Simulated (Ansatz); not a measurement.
Species: sum formula H3Si2OCl2, net charge 0, doublet state. It need not be the lowest isomer of its formula. SMILES: [SiH3]O[Si](Cl)Cl
Structure (B3LYP-D3(BJ)/def2-TZVP (Ansatz, a first-principles code) minimum search):
```xyz
8

Si    -2.4555    -0.4992     0.1987
O     -0.8657    -0.4813     0.6627
Si     0.5843     0.2225     0.5410
Cl     0.4940     1.7346    -0.8766
Cl     1.9680    -1.1901    -0.0571
H     -3.0591     0.8254     0.4545
H     -2.5390    -0.8237    -1.2405
H     -3.1341    -1.5345     1.0019
```
Charge 0, spin multiplicity 2.

Quantity: atomisation energy (electronic, to ground-state atoms), in eV. Cores are frozen in the correlated levels unless marked. UHF or UKS for open shells. No spin-orbit coupling. Non-relativistic. The coupled-cluster limit lacks core correlation, which all-electron functionals hold. Basis-set limits of correlation are two-point, X^-3; Hartree-Fock from the larger set.

```
level                                        program  atomisation energy (eV)  minus last row
------------------------------------  --------------  -----------------------  --------------
PBE0-D3(BJ)/def2-TZVP                 Ansatz + dftd3                    27.32           -0.43
HSE06/def2-TZVPD                              Ansatz                    27.11           -0.64
LC-wPBE/def2-TZVPD                            Ansatz                    27.17           -0.58
SCS-MP2/cc-pV(T+d)Z                           Ansatz                    27.11           -0.64
CCSD/STO-3G                                   Ansatz                    26.52           -1.23
CCSD(T)/cc-pV(D+d)Z                           Ansatz                    24.54           -3.21
CCSD(T)/CBS(cc-pV(T+d)Z,cc-pV(Q+d)Z)          Ansatz                    27.75            0.00
```
